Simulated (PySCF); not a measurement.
A PySCF script (with the pyscf-properties extension) for the NMR shieldings of `O=C1C=C(S[SiH3])C(=O)C1`, C₅H₆O₂SSi, on a GFN2-xTB geometry:

```python
import basis_set_exchange as bse
import numpy as np
from pyscf import gto, dft
from pyscf.prop import nmr

atoms = """
O    -3.354249   -1.250119   -0.365553
C    -2.218016   -0.856823   -0.252149
C    -0.990543   -1.570439   -0.557598
C     0.100910   -0.798217   -0.303097
S     1.762659   -1.132819   -0.481569
Si    2.706095    0.758742    0.194898
C    -0.320061    0.517042    0.202727
O     0.447828    1.403423    0.511271
C    -1.816117    0.533699    0.257238
H    -0.977594   -2.576034   -0.935064
H     2.454509    1.788168   -0.797669
H     4.076609    0.277729   -0.028134
H     2.535256    0.883368    1.631248
H    -2.233064    1.323367   -0.370871
H    -2.178636    0.706902    1.272409
"""
names = dict.fromkeys(["O", "C", "S", "Si", "H"], "pcSseg-1")
basis = {el: gto.basis.parse(bse.get_basis(n, elements=[el], fmt="nwchem")) for el, n in names.items()}
mol = gto.M(atom=atoms, basis=basis, charge=0, verbose=0)
mf = dft.RKS(mol, xc="PBE0")
mf.grids.level = 2
mf.grids.alignment = dft.numint.BLKSIZE   # the property module wants whole blocks of grid points
mf.conv_tol = 1e-9
mf.kernel()

calc = nmr.RKS(mf)   # GIAO
C = mf.mo_coeff
Co = C[:, mf.mo_occ > 0]
resp = mf.gen_response(singlet=True, hermi=2)
def vind(x):   # induced exchange potential for any number of trial vectors
    d = np.einsum("pi,xij,qj->xpq", C, 2 * x.reshape(-1, C.shape[1], Co.shape[1]), Co, optimize=True)
    return np.einsum("xpq,pi,qj->xij", resp(d - d.transpose(0, 2, 1)), C, Co, optimize=True).ravel()
mo1, _ = nmr.rhf.solve_mo1(calc, with_cphf=vind)
sigma = calc.kernel(mo1)
for i, s in enumerate(sigma):   # ppm
    print("%2d %-2s %9.2f" % (i, mol.atom_pure_symbol(i), np.trace(s) / 3))
```

Problem. What are the results?

Solution. 
```
 0 O    -334.27
 1 C     -11.15
 2 C      41.64
 3 C      13.76
 4 S     570.39
 5 Si    409.71
 6 C     -24.30
 7 O    -259.15
 8 C     143.77
 9 H      24.62
10 H      26.25
11 H      27.15
12 H      26.25
13 H      28.90
14 H      28.89
```

These numbers come from an equivalent density-fitted implementation of the same equations, which agrees with the script to about 0.01 ppm for H and up to a few tenths of a ppm for heavy atoms, so last digits may differ.

Problem. Turn these shieldings into chemical shifts. Chemical shifts δ = σref − σ; ¹⁷O (σ = 336.08 ppm) against H2O; TMS for ¹³C (σ = 186.93 ppm), ²⁹Si (σ = 349.16 ppm), ¹H (σ = 31.72 ppm); ³³S (σ = 503.73 ppm) vs CS2, all at this level.

Solution. Averaging equivalent atoms: O 0: 670.4; O 7: 595.2; C 6: 211.2; C 1: 198.1; C 3: 173.2; C 2: 145.3; C 8: 43.2; S 4: -67; Si 5: -60.6; H 9: 7.10; H 10/11/12: 5.17; H 13/14: 2.82 ppm. Unscaled 17O shifts of doubly bonded oxygen tend to come out too high, by tens of ppm or more. Experimental scales use liquid or dissolved standards, which lie at an offset from isolated H2O (liquid H2O: subtract about 36 ppm).

Size and cost of the density-fitted run: 197 basis functions, 36 s wall time on 1 thread of an Arm Neoverse V2, shared host; peak memory 0.86 GiB.
